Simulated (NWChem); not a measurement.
Species: MgSiH$_{3}$OCl; SMILES [SiH3][O][Mg][Cl]

```xyz
7

Mg     0.1074    -0.8464    -0.0011
Cl     0.3506    -3.0359     0.0003
O     -0.0911     0.9423    -0.0022
Si    -0.2727     2.5870    -0.0032
H     -1.0702     3.0449    -1.2005
H      1.0669     3.2817    -0.0480
H     -0.9939     3.0549     1.2378
```
Atoms are numbered in this order, from 1.

Program: NWChem. Pople sets run with spherical d functions. Geometry: optimised at PBE-D3(BJ)/def2-SVP. Level: PBE0/6-31+G*; rows give the wavelength of the field.

```json
[
 {"field": "static", "isotropic polarisability (bohr³)": "55.2", "anisotropy (bohr³)": "24.5"},
 {"field": "1065 nm", "isotropic polarisability (bohr³)": "…", "anisotropy (bohr³)": "…"},
 {"field": "589 nm", "isotropic polarisability (bohr³)": "57.7", "anisotropy (bohr³)": "25.9"}
]
```

Task: Fill in the missing entries.

Result: 
- 1065 nm, isotropic polarisability (bohr³): 55.9
- 1065 nm, anisotropy (bohr³): 24.9
